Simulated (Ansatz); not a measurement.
Reactions of C3H8Si, SMILES `CC[Si]C`.

Program: Ansatz. Geometries: PBE0-D4/def2-TZVP. ΔE: electronic, gas phase. CCSD(T)/CBS is the MP2 limit (def2-TZVPP, def2-QZVPP) plus CCSD(T) − MP2 in def2-TZVPP, frozen cores. This one scheme is used for every species. DFT in def2-TZVPP. Triplets are unrestricted, without spin–orbit coupling. For Br, Sc outer-core shells are correlated without core-valence functions, which leaves a few kJ/mol of doubt a bond. Scalar relativity is left out up to krypton. Each species was taken in one conformer, which may not be the lowest.

| reaction | PBE0-D4 (kJ/mol) | CCSD(T)/CBS(def2) (kJ/mol) |
| --- | --- | --- |
| `CC[Si]C` + CH₃OH → `CC[Si]OC` + CH₄ | -144 | -148 |
| `CC[Si]C` → `[CH2]` (triplet) + `CC[SiH]` | 477 | 480 |
| `CC[Si]C` + CH₃OH → `CO[Si]C` + `CC` | -149 | -153 |
| `CC[Si]C` → `C[SiH]` + `C=C` | 158 | 139 |
| `CC[Si]C` + H–F → `CC[Si]F` + CH₄ | -174 | -177 |
| `CC[Si]C` + HBr → `C[Si]Br` + `CC` | -157 | -155 |
| `CC[Si]C` + H₂O → `CC[Si]O` + CH₄ | -146 | -147 |
| `CC[Si]C` + H₂ → `CC[SiH]` + CH₄ | -24 | -23 |
| `CC[Si]C` + `[NH2][Sc]([OH])[OH]` → `C[O][Sc]([NH2])[OH]` + `C[Si]C` | 36 | 39 |
| `CC[Si]C` → `C=C(C)[SiH3]` | -55 | -62 |

Largest T1 diagnostic: 0.016, for `[NH2][Sc]([OH])[OH]`.
